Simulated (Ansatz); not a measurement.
Calculated with Ansatz (gas phase, PBE0-D4/def2-TZVP geometries, no zero-point term in ΔE). CBS: MP2 limit from def2 TZ/QZ plus the TZ coupled-cluster correction, frozen cores. Functionals use def2-TZVPP. For Ge, Se outer-core shells are correlated without core-valence functions, which leaves a few kJ/mol of doubt a bond. Scalar relativity is left out up to krypton. One conformer a species, not always the lowest.

`C[B]([GeH3])[SeH]` + `FC[SiH2]S` → `C[B](F)[GeH3]` + `S[SiH2]C[SeH]`  (redistribution)

`C[B]([GeH3])[SeH]`:

```xyz
11

C    -0.042   -1.088   -1.031
B    -0.317    0.202   -0.199
Ge    0.771    0.638    1.507
Se   -1.653    1.493   -0.651
H    -0.152   -1.973   -0.392
H     1.005   -1.101   -1.360
H    -0.679   -1.216   -1.909
H     0.343    1.952    2.184
H     2.273    0.747    1.176
H     0.623   -0.494    2.543
H    -2.173    0.841   -1.867
```

`FC[SiH2]S`:

```xyz
9

F     0.035    1.756    0.692
C     0.656    0.940   -0.249
Si   -0.340   -0.657   -0.448
S    -0.436   -1.717    1.400
H     1.674    0.733    0.096
H     0.719    1.493   -1.193
H     0.360   -1.555   -1.401
H    -1.691   -0.316   -0.959
H    -0.977   -0.678    2.060
```

`C[B](F)[GeH3]`:

Z-matrix (Å, degrees):
```
C
B 1 1.555
H 1 1.096 2 110.1
H 1 1.092 2 113.6 3 122.8
H 1 1.096 2 109.6 3 -115.0
F 2 1.329 1 119.3 3 -124.2
Ge 2 2.089 1 124.4 3 56.0
H 7 1.540 2 111.0 1 -120.5
H 7 1.540 2 111.0 1 120.5
H 7 1.540 2 112.1 1 -0.0
```

`S[SiH2]C[SeH]`:

Z-matrix (Å, degrees):
```
Si
C 1 1.873
S 1 2.139 2 111.9
H 1 1.486 2 109.0 3 -122.7
H 1 1.481 2 110.0 3 116.2
Se 2 1.961 1 108.0 3 170.2
H 2 1.090 1 112.2 3 49.0
H 2 1.090 1 109.0 3 -71.8
H 3 1.344 1 94.7 2 -68.7
H 6 1.469 2 95.8 1 151.7
```

```csv
level,ΔE (kJ/mol)
r2SCAN-D4,-107.3
B2PLYP,-113.6
MP2/def2-TZVPP,-116.8
MP2/CBS(def2),-116.0
```

(1) What does CCSD(T)/CBS give? (Estimate.)

Largest T1 diagnostic among the species: 0.013.

## Answers

(1) Computed: -111.4 kJ/mol. The listed levels differ from it by 4.1, -2.2, -5.4, -4.6 kJ/mol.

In def2-TZVPP, CCSD(T) changes the Hartree–Fock value by +8.4 kJ/mol (the triples alone add +2.1 kJ/mol) and MP2 by +3.9 kJ/mol. From PBE to PBE0 (25 % exact exchange), in def2-TZVPP and without D4, ΔE moves by −4.5 kJ/mol.
